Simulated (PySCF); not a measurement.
Polarisability and C₆ of Bi⁻ (bismuth, charge -1)

[Xe] 4f14 5d10 6s2 6p4, high-spin 3P determinant. Calculation: PySCF 2.14, in aug-cc-pVTZ-PP with ECP60MDF (6s5p4d2f, 55 functions); a scalar-relativistic core potential. Coupled (time-dependent) response in atomic units; α is the mean over directions.

| method | mean α (bohr³) | α xx, yy, zz | C₆ (like pair) | S(−4) |
| --- | --- | --- | --- | --- |
| UHF | 131.8 | 106.3, 182.7, 106.3 | 2290 | 7629 |

S(−4) is the Cauchy moment in α(ω) = α(0) + S(−4) ω² + …

Spin-orbit coupling is absent.

α(iu) at UHF:

| u (hartree) | α(iu) (bohr³) |
| --- | --- |
| 0 | 131.8 |
| 0.0500 | 117.1 |
| 0.100 | 93.32 |
| 0.200 | 57.85 |
| 0.300 | 37.98 |
| 0.500 | 19.89 |
| 0.750 | 11.27 |
| 1.00 | 7.442 |
| 1.50 | 4.114 |
| 2.00 | 2.671 |
| 3.00 | 1.405 |
| 5.00 | 0.5822 |

A single London oscillator, α(iu) = α/(1 + u²/ω²), gives C₆ = (3/4) ω α². Matching the computed C₆ needs ω = 4 × 2290 / (3 × 131.8²) = 0.176 hartree.

For an ion, C₆ is the dispersion term alone; charge-induced terms of lower order in 1/R come first.

The components differ because the open shell of this determinant is not spherical; for a pure term their mean is the scalar polarisability.

Energies and moments cover only the electrons outside the core potential. Spin-orbit coupling is strong in this species (close to jj coupling), so the high-spin LS determinant is a model state, not a physical level.
